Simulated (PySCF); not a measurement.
**Gas-phase XPS of `CBNB(C)C`, computed**

C3H11B2N.
Numbering: `[CH3:1][BH:2][NH:3][B:4]([CH3:5])[CH3:6]`

Cartesian coordinates in Å at the PBE0-D3(BJ)/def2-SVP level; atoms count from 1:
```
atom  x, y, z in Å
C1     2.8831   -0.5121   -0.4473
B2     1.5116    0.2215   -0.2359
N3     0.2997   -0.4844   -0.0209
B4    -1.0342    0.0183    0.1688
C5    -2.2120   -1.0102    0.3784
C6    -1.3188    1.5714    0.1807
H7     3.6324   -0.1348    0.2693
H8     3.2841   -0.2569   -1.4441
H9     2.8418   -1.6099   -0.3646
H10    1.4659    1.4326   -0.2616
H11    0.3809   -1.4984   -0.0061
H12   -2.7122   -0.8093    1.3421
H13   -1.9208   -2.0722    0.3577
H14   -2.9892   -0.8498   -0.3889
H15   -0.9413    2.0592   -0.7323
H16   -0.7863    2.0531    1.0182
H17   -2.3882    1.8072    0.2812
```

Method: delta-SCF UKS SCAN, pcX-2 on the ionised atom, pcseg-1 elsewhere, spin-free X2C in PySCF. Binding energies are ΔSCF values: E(core-ionised, relaxed orbitals) − E(ground state) at a fixed geometry, referred to the vacuum level.

Task: List the computed XPS lines with their assignment.

Result: 
| atom(s) | environment | level | binding energy (eV) | above the level's lowest (eV) | count |
| --- | --- | --- | --- | --- | --- |
| N3 | boron-bound nitrogen | N 1s | 404.58 | 0.00 | 1 |
| C1 | sp3 carbon bound to boron | C 1s | 290.03 | +0.09 | 1 |
| C5/C6 | sp3 carbon bound to boron | C 1s | 289.94 | 0.00 | 2 |
| B4 | three-coordinate boron | B 1s | 195.57 | +0.02 | 1 |
| B2 | three-coordinate boron | B 1s | 195.55 | 0.00 | 1 |

The 2 B 1s values lie within 0.02 eV of each other; Gaussian lines of 0.5 eV full width would blend them into one maximum.

The 2 C 1s values lie within 0.09 eV of each other; Gaussian lines of 0.5 eV full width would blend them into one maximum.

Task: Give the binding energy of B 1s of B2 in hartree and in kJ/mol.

Result: 195.55 eV = 7.1863 Eh = 18868 kJ/mol.

Task: Which effective nuclear charge Zeff reproduces each element's mean 1s value in the hydrogen-like formula E = 13.606 eV × Zeff²?

Result: B (Z = 5): mean 195.6 eV, Zeff = 3.79, Z − Zeff = 1.21; C (Z = 6): mean 290.0 eV, Zeff = 4.62, Z − Zeff = 1.38; N (Z = 7): mean 404.6 eV, Zeff = 5.45, Z − Zeff = 1.55. Means run over the listed sites, weighted by atom count.

Topologically equivalent atoms share the value of their first member; where this conformer doesn't relate them by symmetry, their own values could differ. One conformer (not necessarily the lowest) at the PBE0-D3(BJ)/def2-SVP geometry, without solvent, vibrations or thermal averaging.
